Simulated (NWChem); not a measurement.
System: CH₆BFN₂; SMILES NB(N)CF

Here is an NWChem input.

```
start job
memory heap 200 mb stack 900 mb global 1100 mb
geometry units angstroms noautosym nocenter noautoz
  N      0.733364    -1.769739    -0.003368
  B     -0.012774    -0.566735     0.000721
  N     -1.418996    -0.514514     0.001653
  C      0.757655     0.831972     0.006126
  F     -0.130077     1.897693    -0.003601
  H      1.742278    -1.790606    -0.004400
  H      0.315300    -2.689160    -0.005213
  H     -2.038131    -1.311594    -0.001649
  H     -1.881222     0.384399     0.002844
  H      1.421523     0.927138    -0.873634
  H      1.403412     0.928743     0.899153
end
basis spherical
  N library 6-31+g*
  B library 6-31+g*
  C library 6-31+g*
  F library 6-31+g*
  H library 6-31+g*
end
dft
  xc pbe0
  iterations 150
end
property
  response 1 0.0
end
task dft property
```

Coordinates come from a PBE0/def2-SVP optimisation.

Static field.

Give the results of this calculation. (PBE0/6-31+G* (spherical d).) Quantities: isotropic polarisability (bohr³); anisotropy (bohr³).

The isotropic polarisability (bohr³) is 41.5 and the anisotropy (bohr³) is 10.8.
